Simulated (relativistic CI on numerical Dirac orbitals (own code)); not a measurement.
**Tl LXXVIII: sensitivity of the levels to the model**

Base calculation: Dirac-Coulomb-Breit CI, separate exchange-only KLI orbitals for each configuration, model QED (radiative potential, 1s self-energy scaled to tabulated hydrogen-like ionisation energies), unscaled Slater integrals.

Configurations in the expansion (outside the closed core 1s2): 2s2, 2s 2p, 2p2, 2p 3s, 2p 3p, 2s 3s, 2s 3p, 2s 3d, 2s 4s, 2s 4p, 2s 4d, 2s 4f, 2s 5s, 3s2, 2s 5p, 2s 5d, 2s 5f, 2s 5g, 3s 3p, 3p2. Levels of other configurations are missing.

The lowest level and the first level of each name with at least 55 % of one term (blank where a level has no safe partner in the second run):

| Level | Base (eV) | Shift (eV) |
| --- | --- | --- |
| 2s2 1S_0 | 0.0 | 0.0 |
| 2s 2p 3P°_0 | 204.6 | -0.2 |
| 2s 2p 3P°_1 | 241.6 | -0.2 |
| 2p2 3P_0 | 569.1 | -0.4 |
| 2s 2p 3P°_2 | 2450.3 | -0.2 |
| 2s 2p 1P°_1 | 2552.9 | -0.2 |
| 2p2 3P_1 | 2764.9 | -0.4 |
| 2p2 1D_2 | 2782.9 | -0.4 |
| 2p2 3P_2 | 5025.9 | -0.4 |
| 2p2 1S_0 | 5103.3 | -0.4 |
| 2s 3s 3S_1 | 13583.5 | +0.9 |
| 2s 3s 1S_0 | 13623.7 | +0.9 |
| 2s 3p 3P°_1 | 13677.4 | +1.0 |
| 2s 3p 3P°_0 | 13677.9 | +1.0 |

At this charge energies of transitions that change n are usually good to better than 1 %, and those within a shell (Δn = 0) to a few per cent.

Q: One thing was changed in a second run, which moved the levels as shown. Which?
A. Breit term removed
B. P86 correlation estimate
C. QED terms removed
D. configuration mixing switched off

A: B. P86 correlation estimate. A correlation estimate moves all levels of a configuration together before mixing; mixed levels move by a weighted share.

LS names give the leading component of a level, which can be under half, so a name can repeat, a term be missing and a line seem to break the LS rules.
